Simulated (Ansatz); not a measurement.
Two members of one family (GaAs nanocrystals, H-capped) that differ in charge, which shifts all levels, computed with Ansatz in the gas phase. The two geometries come from different levels. Levels of anions in sets without diffuse functions are rough. The structures are stationary points that may keep the symmetry of their start.

First: Ga5As4H16⁻, cut from zinc blende (singlet, charge -1, PBE-D4/def2-SVP geometry).

```xyz
25

Ga   -1.025   -2.631    1.248
Ga   -0.109   -1.557   -2.662
Ga   -2.461    1.062   -0.284
Ga    0.533    1.373    2.714
Ga    1.449    2.448   -1.197
As   -1.647   -1.268   -0.734
As    0.746   -1.097    2.202
As    1.709    0.039   -1.921
As   -0.329    2.120    0.507
H    -0.298   -3.985    0.839
H    -2.183   -2.629    2.336
H     0.535   -3.011   -2.704
H    -0.706   -0.898   -3.980
H    -3.485    1.014    0.931
H    -2.875    1.729   -1.666
H    -0.594    1.453    3.831
H     2.000    1.917    3.000
H     0.885    3.192   -2.483
H     2.830    2.892   -0.545
H    -2.901   -1.997   -1.228
H     1.322   -1.777    3.449
H     2.004   -1.274    1.350
H     2.818   -0.006   -2.977
H     2.518   -0.673   -0.836
H    -0.735    3.566    0.810
```

```json
{"level": "PBE-D4/def2-SVP", "HOMO (eV)": "-2.92", "LUMO (eV)": "1.36", "gap (eV)": "4.28"}
{"level": "B3LYP-D4/6-31G", "HOMO (eV)": "-3.75", "LUMO (eV)": "2.13", "gap (eV)": "5.87"}
```

Second: Ga4As5H16⁺, cut from zinc blende, disc (singlet, charge 1, r2SCAN-D4/def2-SVP geometry).

```xyz
25

Ga   -1.8081    1.5739   -0.6832
Ga   -1.2597   -1.9941    1.9903
Ga    0.8205   -1.5639   -2.5407
Ga    2.1074    0.8218    1.0496
As   -0.9381    0.2511   -2.5815
As   -2.5740   -0.0854    0.9808
As    0.2992    2.3914    0.3613
As    0.8719   -0.7409    2.5127
As    2.5109   -0.4180   -1.0502
H    -2.8053    2.7101   -1.0331
H    -0.8957   -2.9033    0.7865
H    -1.9274   -2.3304    3.3479
H     1.4409   -1.6159   -3.9603
H     0.2095   -2.6846   -1.6585
H     3.3348    1.5326    1.6779
H    -2.1766   -0.3223   -3.2260
H    -0.6216    1.2823   -3.6373
H    -3.8281   -0.6623    0.3718
H    -3.2339    0.7417    2.0564
H    -0.0522    3.2677    1.5365
H     0.8958    3.4530   -0.5285
H     0.7612   -0.0111    3.8291
H     1.9107   -1.7510    2.9298
H     3.4006    0.4961   -1.8552
H     3.5573   -1.4387   -0.6760
```

Question: Estimate the same table for the second.

Answer: 
```tsv
level	HOMO (eV)	LUMO (eV)	gap (eV)
PBE-D4/def2-SVP	-9.95	-5.16	4.79
B3LYP-D4/6-31G	-10.78	-4.40	6.39
```
